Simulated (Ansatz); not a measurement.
Saddle point of HfSiN$_{2}$H$_{10}$O$_{4}$, singlet (HfSiN₂H₁₀O₄ ([NH2][SiH2]1[NH2][Hf]([OH])([OH])([OH])[OH]1) → HfSiNH₇O₄ ([OH][Hf]1([OH])([OH])[NH2][SiH2][O]1) + NH₃; bonds formed: N2–H4; bonds broken: Si1–N2, H4–O5), PBE0-D4/def2-TZVP structure:

Si1  (-1.091, 0.019, -1.230)
N2  (-0.182, 0.545, -2.846)
N3  (-1.437, -0.427, 0.583)
H4  (0.736, 0.510, -1.771)
O5  (0.546, 0.246, -0.696)
Hf6  (0.746, -0.123, 1.377)
O7  (0.056, 1.200, 2.642)
O8  (2.643, 0.269, 1.334)
O9  (0.704, -1.966, 2.034)
H10  (-1.522, -1.303, -1.767)
H11  (-2.035, 1.172, -1.252)
H12  (-0.105, -0.141, -3.585)
H13  (-0.432, 1.435, -3.255)
H14  (-2.100, 0.185, 1.046)
H15  (-1.762, -1.376, 0.728)
H16  (0.411, 1.838, 3.255)
H17  (3.500, 0.504, 0.993)
H18  (1.323, -2.586, 2.409)
(Å)

Energies are electronic, without zero-point energy. Barriers and step energies count from the start structure reached by relaxing down the imaginary mode; all methods use the PBE0-D4 structures, on which another method's saddle can fall below an end. Program: Ansatz 0.2.0. Basis: def2-TZVPP, with def2-QZVPP for the basis limit. Cores are frozen in the correlated methods. Core potentials replace the inner electrons of the atoms past krypton. B3LYP uses VWN-RPA correlation. Extrapolation: Hartree–Fock as exp(−7.88 √X), correlation as X^−2.97.

```json
{"method": "SPW92", "barrier (eV)": "0.075", "step energy (eV)": "-0.599"}
{"method": "PBE-D4", "barrier (eV)": "0.199", "step energy (eV)": "-0.718"}
{"method": "BLYP-D4", "barrier (eV)": "?", "step energy (eV)": "-0.738"}
{"method": "r2SCAN-D4", "barrier (eV)": "0.256", "step energy (eV)": "-0.757"}
{"method": "B97M-V", "barrier (eV)": "0.403", "step energy (eV)": "-0.744"}
{"method": "PBE0-D4", "barrier (eV)": "0.291", "step energy (eV)": "-0.710"}
{"method": "B3LYP-D4", "barrier (eV)": "0.356", "step energy (eV)": "-0.731"}
{"method": "r2SCAN0-D4", "barrier (eV)": "0.325", "step energy (eV)": "-0.735"}
{"method": "BHLYP-D4", "barrier (eV)": "0.471", "step energy (eV)": "-0.722"}
{"method": "CAM-B3LYP-D4", "barrier (eV)": "0.360", "step energy (eV)": "-0.716"}
{"method": "wB97X-V", "barrier (eV)": "0.350", "step energy (eV)": "-0.755"}
{"method": "wB97M-V", "barrier (eV)": "0.363", "step energy (eV)": "-0.739"}
{"method": "B2PLYP", "barrier (eV)": "?", "step energy (eV)": "-0.789"}
{"method": "PBE-QIDH", "barrier (eV)": "?", "step energy (eV)": "-0.749"}
{"method": "RPA on PBE", "barrier (eV)": "0.325", "step energy (eV)": "-0.779"}
{"method": "HF", "barrier (eV)": "0.671", "step energy (eV)": "-0.841"}
{"method": "MP2", "barrier (eV)": "0.288", "step energy (eV)": "-0.779"}
{"method": "CCSD", "barrier (eV)": "0.405", "step energy (eV)": "-0.764"}
{"method": "CCSD(T)", "barrier (eV)": "0.342", "step energy (eV)": "-0.766"}
```

(1) Fill in the withheld barriers. (To be estimated.)

No T1 diagnostic of these runs exceeds 0.016. The end structure is not quite a true minimum (one mode of 75i cm⁻¹).

Results:

(1) Computed: PBE-QIDH 0.320; BLYP-D4 0.295; B2PLYP 0.334 eV. Each is the energy of the saddle less that of the start structure, by the same method.

For comparison, the barrier by CCSD(T) at an estimated basis limit (MP2 extrapolated from triple and quadruple zeta, plus CCSD(T) − MP2 in triple zeta) is 0.372 eV.

The step is the kind of ligand exchange by which a precursor binds to a hydroxyl group, or is hydrolysed, in atomic layer deposition of oxides. Here a small cluster stands in for the surface site.

Labels in which every atom is bracketed show which atoms are joined, not bond orders.

For scale, one of the runs: CCSD(T)/def2-TZVPP, 424 basis functions, launched by `ansatz run in.yaml --threads 4 --pin off --events-out ev --progress --plain --max-ram 46080MiB --backend cuda --devices 0, --max-vram 37GiB`. Time: 56 s of wall clock on 4 CPU threads of an AMD EPYC 7R13 and a share of one NVIDIA H100; the host was shared. Peak host memory: 0.89 GiB.
